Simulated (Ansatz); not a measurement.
`B[C](=C)[AlH2]` + H₂ → `BC=C` + `[AlH3]` at 600 K and 1 bar (hydrogenolysis of a C–Al bond).

Program: Ansatz. Geometries: PBE0-D4/def2-TZVP. ΔE: electronic, gas phase. CBS: MP2 limit from def2 TZ/QZ plus the TZ coupled-cluster correction, frozen cores. This one scheme is used for every species.

| species | CCSD(T)/CBS energy (Eh) | H − E (kJ/mol) | S (J/(mol·K)) |
| --- | --- | --- | --- |
| `B[C](=C)[AlH2]` | -346.46179 | 230.9 | 420.8 |
| H₂ | -1.17544 | 43.9 | 150.8 |
| `BC=C` | -103.86193 | 203.8 | 322.8 |
| `[AlH3]` | -243.78045 | 74.2 | 242.3 |

H − E and S are ideal-gas, rigid-rotor, harmonic terms from PBE0-D4/def2-TZVP. The MP2-based limit puts H₂ 0.8 mEh under its directly extrapolated value; such offsets cancel only in part. 1 Eh = 2625.50 kJ/mol, R = 8.31446 J/(mol·K).

Problem. By hand: ΔE, ΔH, ΔS and ΔG.

Solution. ΔE = (-103.86193) + (-243.78045) − (-346.46179) − (-1.17544) = -0.00515 Eh = -13.5 kJ/mol. Δ(H − E) = 203.8 + 74.2 − 230.9 − 43.9 = 3.2, so ΔH = -10.3 kJ/mol. ΔS = 322.8 + 242.3 − 420.8 − 150.8 = -6.5 J/(mol·K). ΔG = -10.3 − 600 × (-6.5)/1000 = -6.4 kJ/mol.

Problem. By hand: the equilibrium constant, and the temperature at which ΔG would vanish if ΔH and ΔS stayed fixed.

Solution. log₁₀ K = −ΔG/(RT ln 10) = 0.6. ΔG = 0 at ΔH/ΔS = 1585 K, though so small a ΔS makes that figure unsure.

TΔS isn't small against ΔH here. A doubt of 5 kJ/mol in ΔE shifts log₁₀ K by 0.4 here. Modes under 60 cm⁻¹, often nearly free rotors, make the harmonic entropy too high. These are equilibria of isolated gas molecules and say nothing of rates. Largest T1 diagnostic: 0.011 (customary marks: 0.02 for closed shells, 0.045 for open ones).
